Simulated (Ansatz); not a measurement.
A run for Ansatz (a program for electronic structure): R-wB97M-V/def2-TZVPPD on HF (SMILES F) with ghost functions. Files ending in .json are basis or fitting sets from the Basis Set Exchange.

Ansatz 0.2 input:
```yaml
crystal:
  periodic: [false, false, false]
  atoms:
    - {symbol: F, position_ang: [-0.35665686, -0.02499772, 3.43294004]}
    - {symbol: H, position_ang: [0.12072743, 0.45350659, 2.79338406]}
basis:
  gaussian:
    orbitals: def2-TZVPPD.json
    ghost_atoms:
      - {symbol: F, position_ang: [0.65694701, 0.01640740, -1.45081416]}
      - {symbol: Si, position_ang: [0.07944110, -0.38767010, -0.02733471]}
      - {symbol: F, position_ang: [0.64957417, 0.69041230, 1.02424819]}
      - {symbol: H, position_ang: [-1.38179289, -0.26436893, -0.04829726]}
      - {symbol: H, position_ang: [0.60583874, -1.70358573, 0.34950397]}
hamiltonian:
  xc: {name: wB97M-V}
scf: {lower_state_search: off}
```

The head of its log:

```
WARN ansatz: RAYON_NUM_THREADS=1 ignored (pool sized by the plan → 1); use --threads N
Functional definition: wB97M-V
these checks for a lower state are left out or cut short: stability, starts, cluster_reference, orbital_swaps, neighbouring_geometries, increment
integrals: 0.17 GiB planned
1046 factors; their error is unknown
integrals: 0.21 GiB planned
292 factors; integrals over basis functions are off by at most 4.1e-5 eV
mean field: 1.18 GiB planned
mean field evaluation 1: about -2732.4601 eV, gradient 2.9e1 eV
mean field evaluation 2: about -2732.3445 eV, gradient 3.4e1 eV
```

Question: What total energy does the run end on?

Answer: -100.4635 hartree.
